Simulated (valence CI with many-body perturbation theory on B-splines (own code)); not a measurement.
**In41+: electric-dipole lines**

Computed by relativistic CI+MBPT: six valence electrons over a frozen Dirac-Fock core [He], a basis of 9 s, 9 p, 8 d, 6 f, 3 g, 1 h functions for each j, with the one-electron correlation potential Σ1 (screened to all orders), the two-electron term Σ2, the three-electron term Σ3, Breit, model QED; selected single and double excitations, second order for the rest, scaled by the run's own slope (own B-spline code, finite nucleus).

No measured spectrum was set against this ion. As an estimate, large intervals hold to a few tenths of a per cent, small ones and those within an open d or f shell to about a per cent. Among the levels kept, up to 2200 cm⁻¹ of a level comes from second order outside the variational space, and about a tenth of that is noise between levels of different J, which matters for small intervals.

Lines 101 to 150 of 232 in falling wavelength, among levels below 4072.2 eV, chosen from the strongest by gf and those to the six lowest levels. Wavelengths and rates use the calculated energies. Electric multipoles are in the length gauge with retardation, E1 and E2 with the static RPA response of the core. Weak lines are less certain than strong ones. Lines between different terms over intervals too small for the method are left out, as are lines whose strength nearly cancels. The highest levels of a list are the least certain.

Levels are named by their leading jj configuration (3d3/2^4 stands for four electrons in 3d with j = 3/2), which in mixed levels can hold well under half, so a name can repeat and another be missing. Letters in brackets count levels of one name in rising energy.

| λ vac (Å) | Upper | Lower | A (s⁻¹) | S (a.u.) with core polarisation | S without |
| --- | --- | --- | --- | --- | --- |
| 45.19 | (2s 2p1/2^2 2p3/2^3) J=1 | (2s^2 2p1/2 2p3/2^3) J=1 | 2.09e+10 | 2.85e-03 | 2.86e-03 |
| 31.07 | (2s 2p1/2^2 2p3/2^2 3s) J=3 | (2s^2 2p1/2^2 2p3/2 3s) J=2 | 1.09e+11 | 1.13e-02 | 1.13e-02 |
| 29.82 | (2s 2p1/2^2 2p3/2^2 3s) J=2 | (2s^2 2p1/2^2 2p3/2 3s) J=2 | 5.80e+10 | 3.79e-03 | 3.80e-03 |
| 27.89 | (2s 2p1/2^2 2p3/2^3) J=2 | (2s^2 2p1/2^2 2p3/2^2) J=2 | 3.95e+11 | 2.11e-02 | 2.12e-02 |
| 27.46 | (2s 2p1/2 2p3/2^4) J=0 | (2s^2 2p1/2 2p3/2^3) J=1 | 7.71e+11 | 7.87e-03 | 7.89e-03 |
| 27.12 | (2s 2p1/2^2 2p3/2^3) J=1 | (2s^2 2p1/2^2 2p3/2^2) J=0 | 2.30e+11 | 6.79e-03 | 6.80e-03 |
| 26.94 | (2s 2p1/2^2 2p3/2^2 3s) J=1 | (2s^2 2p1/2^2 2p3/2 3s) J=2 | 4.66e+11 | 1.35e-02 | 1.35e-02 |
| 26.57 | (2s 2p1/2 2p3/2^4) J=1 | (2s^2 2p1/2 2p3/2^3) J=2 | 8.86e+11 | 2.46e-02 | 2.47e-02 |
| 26.11 | (2p1/2^2 2p3/2^4) J=0 | (2s 2p1/2^2 2p3/2^3) J=1 | 1.42e+12 | 1.25e-02 | 1.25e-02 |
| 25.71 | (2s 2p1/2 2p3/2^4) J=1 | (2s^2 2p1/2 2p3/2^3) J=1 | 1.16e+11 | 2.93e-03 | 2.94e-03 |
| 25.31 | (2s 2p1/2^2 2p3/2^3) J=1 | (2s^2 2p1/2^2 2p3/2^2) J=2 | 7.56e+11 | 1.81e-02 | 1.82e-02 |
| 18.65 | (2s 2p1/2 2p3/2^4) J=1 | (2s^2 2p1/2^2 2p3/2^2) J=0 | 1.83e+09 | 1.76e-05 | 1.76e-05 |
| 17.77 | (2s 2p1/2 2p3/2^4) J=1 | (2s^2 2p1/2^2 2p3/2^2) J=2 | 3.41e+10 | 2.83e-04 | 2.83e-04 |
| 3.932 | (2s^2 2p1/2^2 2p3/2 3s) J=1 | (2s^2 2p3/2^4) J=0 | 9.20e+07 | 8.29e-09 | 8.28e-09 |
| 3.841 | (2s^2 2p1/2^2 2p3/2 3p1/2) J=1 | (2s 2p1/2^2 2p3/2^3) J=2 | 5.37e+10 | 4.50e-06 | 4.50e-06 |
| 3.839 | (2s^2 2p1/2^2 2p3/2 3p1/2) J=2 | (2s 2p1/2^2 2p3/2^3) J=2 | 5.67e+09 | 7.92e-07 | 7.95e-07 |
| 3.769 | (2s^2 2p1/2^2 2p3/2 3p3/2) J=3 | (2s 2p1/2^2 2p3/2^3) J=2 | 4.50e+10 | 8.32e-06 | 8.31e-06 |
| 3.768 | (2s^2 2p1/2^2 2p3/2 3p3/2) J=1 | (2s 2p1/2^2 2p3/2^3) J=2 | 7.56e+10 | 5.99e-06 | 5.98e-06 |
| 3.750 | (2s^2 2p1/2^2 2p3/2 3p3/2) J=2 | (2s 2p1/2^2 2p3/2^3) J=2 | 5.69e+10 | 7.40e-06 | 7.39e-06 |
| 3.694 | (2s^2 2p1/2^2 2p3/2 3d3/2) J=1 | (2s^2 2p3/2^4) J=0 | 3.53e+09 | 2.63e-07 | 2.63e-07 |
| 3.693 | (2s^2 2p1/2 2p3/2^2 3s) J=1 [a] | (2s^2 2p3/2^4) J=0 | 8.97e+09 | 6.69e-07 | 6.66e-07 |
| 3.674 | (2s^2 2p1/2^2 2p3/2 3s) J=2 | (2s^2 2p1/2 2p3/2^3) J=2 | 1.67e+10 | 2.04e-06 | 2.04e-06 |
| 3.667 | (2s^2 2p1/2^2 2p3/2 3s) J=1 | (2s^2 2p1/2 2p3/2^3) J=2 | 9.28e+09 | 6.78e-07 | 6.78e-07 |
| 3.657 | (2s^2 2p1/2^2 2p3/2 3d5/2) J=1 | (2s^2 2p3/2^4) J=0 | 8.79e+09 | 6.36e-07 | 6.36e-07 |
| 3.657 | (2s^2 2p1/2^2 2p3/2 3s) J=2 | (2s^2 2p1/2 2p3/2^3) J=1 | 1.40e+09 | 1.69e-07 | 1.69e-07 |
| 3.651 | (2s^2 2p1/2^2 2p3/2 3s) J=1 | (2s^2 2p1/2 2p3/2^3) J=1 | 5.92e+10 | 4.26e-06 | 4.25e-06 |
| 3.646 | (2s^2 2p1/2 2p3/2^2 3s) J=1 [b] | (2s^2 2p3/2^4) J=0 | 2.58e+10 | 1.85e-06 | 1.85e-06 |
| 3.615 | (2s^2 2p1/2 2p3/2^2 3p1/2) J=1 [a] | (2s 2p1/2^2 2p3/2^3) J=2 | 1.46e+10 | 1.02e-06 | 1.02e-06 |
| 3.607 | (2s^2 2p1/2 2p3/2^2 3p1/2) J=2 [a] | (2s 2p1/2^2 2p3/2^3) J=2 | 2.21e+09 | 2.56e-07 | 2.54e-07 |
| 3.593 | (2s^2 2p1/2 2p3/2^2 3p1/2) J=3 | (2s 2p1/2^2 2p3/2^3) J=2 | 2.15e+10 | 3.45e-06 | 3.44e-06 |
| 3.572 | (2s^2 2p1/2 2p3/2^2 3p1/2) J=2 [b] | (2s 2p1/2^2 2p3/2^3) J=2 | 3.75e+11 | 4.22e-05 | 4.21e-05 |
| 3.567 | (2s^2 2p1/2 2p3/2^2 3p1/2) J=1 [b] | (2s 2p1/2^2 2p3/2^3) J=2 | 6.85e+09 | 4.60e-07 | 4.59e-07 |
| 3.551 | (2s^2 2p1/2 2p3/2^2 3p3/2) J=3 [a] | (2s 2p1/2^2 2p3/2^3) J=2 | 1.42e+11 | 2.20e-05 | 2.19e-05 |
| 3.549 | (2s^2 2p1/2 2p3/2^2 3p3/2) J=2 [a] | (2s 2p1/2^2 2p3/2^3) J=2 | 1.73e+11 | 1.91e-05 | 1.90e-05 |
| 3.535 | (2s^2 2p1/2 2p3/2^2 3p3/2) J=1 [a] | (2s 2p1/2^2 2p3/2^3) J=2 | 7.06e+09 | 4.62e-07 | 4.64e-07 |
| 3.532 | (2s^2 2p1/2 2p3/2^2 3p3/2) J=3 [b] | (2s 2p1/2^2 2p3/2^3) J=2 | 8.57e+10 | 1.30e-05 | 1.30e-05 |
| 3.516 | (2s^2 2p1/2 2p3/2^2 3p3/2) J=1 [b] | (2s 2p1/2^2 2p3/2^3) J=2 | 3.16e+11 | 2.04e-05 | 2.03e-05 |
| 3.506 | (2s^2 2p1/2 2p3/2^2 3p3/2) J=2 [b] | (2s 2p1/2^2 2p3/2^3) J=2 | 1.02e+12 | 1.09e-04 | 1.08e-04 |
| 3.499 | (2s^2 2p1/2 2p3/2^2 3p3/2) J=1 [c] | (2s 2p1/2^2 2p3/2^3) J=2 | 9.58e+11 | 6.08e-05 | 6.06e-05 |
| 3.495 | (2s^2 2p1/2 2p3/2^2 3p3/2) J=2 [c] | (2s 2p1/2^2 2p3/2^3) J=2 | 9.21e+11 | 9.70e-05 | 9.68e-05 |
| 3.486 | (2s^2 2p1/2 2p3/2^2 3d3/2) J=1 [a] | (2s^2 2p3/2^4) J=0 | 1.86e+11 | 1.17e-05 | 1.17e-05 |
| 3.482 | (2s 2p1/2^2 2p3/2^2 3s) J=3 | (2s 2p1/2^2 2p3/2^3) J=2 | 4.17e+12 | 6.08e-04 | 6.07e-04 |
| 3.466 | (2s^2 2p1/2^2 2p3/2 3d3/2) J=2 | (2s^2 2p1/2 2p3/2^3) J=2 | 8.26e+11 | 8.49e-05 | 8.47e-05 |
| 3.466 | (2s 2p1/2^2 2p3/2^2 3s) J=2 | (2s 2p1/2^2 2p3/2^3) J=2 | 2.80e+13 | 2.87e-03 | 2.87e-03 |
| 3.465 | (2s^2 2p1/2 2p3/2^2 3s) J=2 [a] | (2s^2 2p1/2 2p3/2^3) J=2 | 8.39e+11 | 8.61e-05 | 8.58e-05 |
| 3.464 | (2s^2 2p1/2^2 2p3/2 3s) J=1 | (2s^2 2p1/2^2 2p3/2^2) J=0 | 1.13e+13 | 6.98e-04 | 6.96e-04 |
| 3.461 | (2s^2 2p1/2^2 2p3/2 3d3/2) J=3 | (2s^2 2p1/2 2p3/2^3) J=2 | 1.47e+09 | 2.11e-07 | 2.14e-07 |
| 3.461 | (2s^2 2p1/2 2p3/2^2 3d5/2) J=1 [a] | (2s^2 2p3/2^4) J=0 | 4.82e+10 | 2.96e-06 | 2.95e-06 |
| 3.459 | (2s^2 2p1/2^2 2p3/2 3d3/2) J=1 | (2s^2 2p1/2 2p3/2^3) J=2 | 2.94e+11 | 1.80e-05 | 1.79e-05 |
| 3.458 | (2s^2 2p1/2 2p3/2^2 3s) J=1 [a] | (2s^2 2p1/2 2p3/2^3) J=2 | 5.32e+12 | 3.26e-04 | 3.25e-04 |
